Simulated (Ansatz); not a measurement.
The same path of C2H8BClGe (13 atoms, charge 0, multiplicity 1) was run twice with different band settings. The coordinate that changes most is the dihedral Ge4–C2–C3–H11.

Level of theory: RKS revPBE-D4/def2-SVP in Ansatz.

Relaxed end points:

```xyz
13
Properties=species:S:1:pos:R:3
B -1.471 -0.238 -0.577
C 0.018 -0.537 -0.317
C 0.469 -1.283 0.947
Ge 0.516 1.431 -0.184
Cl 1.120 2.102 -2.177
H -2.273 -0.257 0.342
H -1.839 0.133 -1.678
H 0.602 -0.809 -1.221
H -0.085 -0.938 1.844
H 0.260 -2.368 0.838
H 1.555 -1.176 1.152
H -0.606 2.388 0.296
H 1.753 1.517 0.749
```

```xyz
13
Properties=species:S:1:pos:R:3
B -1.520 -0.140 -0.476
C -0.042 -0.543 -0.303
C 0.435 -1.293 0.949
Ge 0.606 1.384 -0.254
Cl 1.133 1.963 -2.297
H -2.259 -0.080 0.493
H -1.931 0.230 -1.561
H 0.460 -0.878 -1.235
H 0.139 -2.361 0.882
H 1.537 -1.265 1.080
H -0.030 -0.888 1.871
H -0.410 2.435 0.267
H 1.903 1.400 0.599
```

Common settings: climbing image yes; spring 5.0 eV/Å²; optimiser quadratic models (default); start path through a guess of the saddle point; force threshold 0.05 eV/Å; iteration limit 60; end points relaxed.

| run | movable images |
| --- | --- |
| 1 | 7 |
| 2 | 3 |

**Question.** What does each run give, and how far can it be trusted?

**Answer.** Run 1: converged after 28 iterations, highest image 0.095 eV above the first end. A vibrational analysis at the climbing image gives one clearly imaginary mode, 194i cm⁻¹: a first-order saddle point.
Run 2: converged after 28 iterations, highest image 0.095 eV above the first end. Another band between the same ends (7 images) ends at a top of the same energy, where a vibrational analysis finds 1 clearly imaginary mode. So few images can step over the top or miss a turn of the path.
